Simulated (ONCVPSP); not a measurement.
Cutoff test, S, ONCV

ONCVPSP 4.0.1 input, shortened (lines: element, Z, core and valence counts, functional; n l f; lmax; l rc ep ncon nbas qcut; lloc lpopt rc5 dvloc0; l nproj debl; icmod fcfact rcfact), PBE, scalar-relativistic:

```
  S 16.00    3    2        4      upf
    1    0    2.00
    2    0    2.00
    2    1    6.00
    3    0    1.75
    3    1    4.25
    2
    0    1.35    0.00    4    7    4.90
    1    1.40    0.00    3    6    5.00
    2    1.15    0.09    4    7    8.90
    4    5    0.95    1.00
    0    2    1.40
    1    2    3.90
    2    2    2.20
    3    1.50    1.20
```

**Question.** For each optimised wave give the share of its norm inside rc, the residual kinetic energy above qcut (Ha) and the cutoffs (Ha) for errors of 10, 1, 0.1 and 0.01 mHa per electron.

**Answer.**

| wave | norm inside rc | residual KE | 10 mHa | 1 mHa | 0.1 mHa | 0.01 mHa |
| --- | --- | --- | --- | --- | --- | --- |
| 3s | 0.327 | 1.5e-03 | 9.0 | 13.1 | 42.6 | 57.7 |
| s projector 2 | 0.133 | 2.2e-03 | 9.0 | 22.7 | 84.1 | 99.1 |
| 3p | 0.237 | 2.3e-04 | 4.0 | 6.0 | 17.3 | 50.0 |
| p projector 2 | 0.104 | 2.7e-03 | 8.0 | 14.9 | 73.6 | 123.0 |
| d projector 1 | 0.007 | 1.4e-05 | 5.6 | 18.0 | 30.3 | 42.3 |
| d projector 2 | 0.197 | 1.7e-03 | 31.2 | 42.0 | 74.6 | 127.0 |

The occupied waves need 13 Ha and 43 Ha for 1 and 0.1 mHa. Rows with under 1 % of the norm inside rc give no meaningful cutoff. The cutoffs count occupied waves only; projector 2 of the d channel, the hardest unoccupied one, needs 42 Ha at the loose tolerance. Note: no bound ghost flagged; GHOST(+) flagged for s at 98.7 eV.
